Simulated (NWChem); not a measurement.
# SnBrF, singlet; SMILES [F][Sn][Br]

```xyz
3

Sn     0.3255     0.8780     0.0000
F     -1.5421     1.4530     0.0000
Br    -0.0684    -1.6279     0.0000
```
Atoms are numbered in this order, from 1.

Low-valent species are run as closed-shell singlets; no triplet was tried in these runs. All runs use the structure optimised with PBE0/def2-SVP. def2 effective core potentials on Sn; no spin-orbit coupling.

Symmetry labels are those of Cs in the frame above (b1 and b2, or b-type labels, depend on it).

Question: List the 4 lowest vertical singlet excitations from PBE/def2-SVP with def2 effective core potentials on Sn, TDA (NWChem).

Answer: 
| state | energy (eV) | oscillator strength | symmetry | leading excitation (squared amplitude) |
|---|---|---|---|---|
| S1 | 3.36 | 0.004 | a" | HOMO → LUMO (0.71) |
| S2 | 3.84 | 0.028 | a" | HOMO−1 → LUMO (0.70) |
| S3 | 4.16 | 0.028 | a' | HOMO−2 → LUMO (0.89) |
| S4 | 5.19 | 0.015 | a" | HOMO−3 → LUMO (0.94) |
